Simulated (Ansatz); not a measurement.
Program: Ansatz. Geometries: PBE0-D4/def2-TZVP. ΔE: electronic, gas phase. CCSD(T)/CBS is the MP2 limit (def2-TZVPP, def2-QZVPP) plus CCSD(T) − MP2 in def2-TZVPP, frozen cores. This one scheme is used for every species. Functionals use def2-TZVPP. B3LYP here is the variant with VWN-RPA as its local correlation; programs differ in this. For Br outer-core shells are correlated without core-valence functions, which leaves a few kJ/mol of doubt a bond. Scalar relativity is left out up to krypton. Each species was taken in one conformer, which may not be the lowest.

`NB(F)S` + HBr → `NB(S)Br` + H–F  (ligand exchange at a B–F bond)

```json
{"level": "PBE-D4", "ΔE (kJ/mol)": "48.6", "difference from CCSD(T)/CBS": "3.1"}
{"level": "r2SCAN-D4", "ΔE (kJ/mol)": "57.5", "difference from CCSD(T)/CBS": "12.0"}
{"level": "PBE0-D4", "ΔE (kJ/mol)": "49.1", "difference from CCSD(T)/CBS": "3.6"}
{"level": "B3LYP-D4", "ΔE (kJ/mol)": "58.6", "difference from CCSD(T)/CBS": "13.1"}
{"level": "ωB97X-V", "ΔE (kJ/mol)": "57.9", "difference from CCSD(T)/CBS": "12.4"}
{"level": "ωB97M-V", "ΔE (kJ/mol)": "57.3", "difference from CCSD(T)/CBS": "11.8"}
{"level": "B2PLYP", "ΔE (kJ/mol)": "59.1", "difference from CCSD(T)/CBS": "13.6"}
{"level": "PBE", "ΔE (kJ/mol)": "53.6", "difference from CCSD(T)/CBS": "8.1"}
{"level": "r2SCAN", "ΔE (kJ/mol)": "58.5", "difference from CCSD(T)/CBS": "13.0"}
{"level": "PBE0", "ΔE (kJ/mol)": "53.5", "difference from CCSD(T)/CBS": "8.0"}
{"level": "B3LYP", "ΔE (kJ/mol)": "67.0", "difference from CCSD(T)/CBS": "21.5"}
{"level": "HF/def2-TZVPP", "ΔE (kJ/mol)": "76.1", "difference from CCSD(T)/CBS": "30.6"}
{"level": "MP2/def2-TZVPP", "ΔE (kJ/mol)": "41.1", "difference from CCSD(T)/CBS": "-4.4"}
{"level": "SCS-MP2/def2-TZVPP", "ΔE (kJ/mol)": "49.6", "difference from CCSD(T)/CBS": "4.1"}
{"level": "CCSD/def2-TZVPP", "ΔE (kJ/mol)": "56.2", "difference from CCSD(T)/CBS": "10.7"}
{"level": "CCSD(T)/def2-TZVPP", "ΔE (kJ/mol)": "52.1", "difference from CCSD(T)/CBS": "6.6"}
{"level": "HF/def2-QZVPP", "ΔE (kJ/mol)": "76.9", "difference from CCSD(T)/CBS": "31.4"}
{"level": "MP2/def2-QZVPP", "ΔE (kJ/mol)": "37.7", "difference from CCSD(T)/CBS": "-7.8"}
{"level": "SCS-MP2/def2-QZVPP", "ΔE (kJ/mol)": "46.5", "difference from CCSD(T)/CBS": "1.0"}
{"level": "CCSD/def2-QZVPP", "ΔE (kJ/mol)": "54.7", "difference from CCSD(T)/CBS": "9.2"}
{"level": "CCSD(T)/def2-QZVPP", "ΔE (kJ/mol)": "49.7", "difference from CCSD(T)/CBS": "4.2"}
{"level": "HF/CBS(def2)", "ΔE (kJ/mol)": "77.1", "difference from CCSD(T)/CBS": "31.6"}
{"level": "MP2/CBS(def2)", "ΔE (kJ/mol)": "34.6", "difference from CCSD(T)/CBS": "-10.9"}
{"level": "CCSD/CBS(def2)", "ΔE (kJ/mol)": "49.6", "difference from CCSD(T)/CBS": "4.1"}
{"level": "CCSD(T)/CBS", "ΔE (kJ/mol)": "45.5", "difference from CCSD(T)/CBS": "0"}
```

Largest T1 diagnostic among the species: 0.012.

The D4 term adds −8.4 kJ/mol with B3LYP and −4.3 kJ/mol with PBE0; it sums over pairs of atoms, weighted by their polarisabilities, and B3LYP, whose exchange is more repulsive, gets the larger term. In def2-TZVPP, CCSD(T) changes the Hartree–Fock value by −24.0 kJ/mol (the triples alone add −4.1 kJ/mol) and MP2 by −34.9 kJ/mol.
